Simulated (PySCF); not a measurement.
# Gas-phase XPS of n-GeGeGeGeSiGeH14, computed

Species: n-GeGeGeGeSiGeH14.
Structure used (PBE0-D3(BJ)/def2-SVP), in Å, numbered top down from 1:
```xyz
20
Ge5H14Si angstrom
Ge     1.9050   -0.4563    1.9776
Ge     1.5292    1.5355    0.6482
Ge     1.4729    0.9101   -1.6971
Ge    -0.7624    0.2099   -2.3267
Si    -1.6252   -1.4346   -0.8286
Ge    -2.3891   -0.4544    1.2090
H      1.1288   -1.6453    1.3817
H      3.4070   -0.7980    1.9493
H      1.4659   -0.2579    3.4400
H      2.6676    2.5435    0.9080
H      0.1986    2.2144    1.0311
H      2.4511   -0.2631   -1.9177
H      1.9251    2.0818   -2.5932
H     -1.6897    1.4434   -2.2990
H     -0.7524   -0.3414   -3.7682
H     -2.7888   -2.1214   -1.4741
H     -0.5767   -2.4630   -0.5432
H     -1.2129   -0.0178    2.1010
H     -3.2470   -1.4600    2.0000
H     -3.2446    0.7890    0.9013
```

Computed, not measured: delta-SCF UKS SCAN, pcX-2 on the ionised atom, pcseg-1 elsewhere, spin-free X2C (PySCF 2.14.0). Binding energies are ΔSCF values: E(core-ionised, relaxed orbitals) − E(ground state) at a fixed geometry, referred to the vacuum level.

**Question.** List the computed XPS lines with their assignment.

**Answer.** 
```
atom(s)     bonded to     level  binding energy (eV)  2p1/2 (eV)  count
    Si5  2 H and 2 Ge  Si 2p3/2               106.21      106.83      1
    Si5  2 H and 2 Ge     Si 1s              1845.89           –      1
```

**Question.** Which photon energy gives electrons from Si 2p3/2 of Si5 a kinetic energy of 50 eV, and what is their de Broglie wavelength?

**Answer.** hν = 106.21 + 50 = 156.21 eV, recoil neglected; λ = 12.264 Å/√(E/eV) = 1.73 Å.

Spin–orbit and ligand-field terms were added within each 2p shell after the spin-free SCF. 2p1/2 minus 2p3/2 (ligand field included): Si 0.62 eV. No level of germanium is listed. One conformer (not necessarily the lowest) at the PBE0-D3(BJ)/def2-SVP geometry, without solvent, vibrations or thermal averaging.
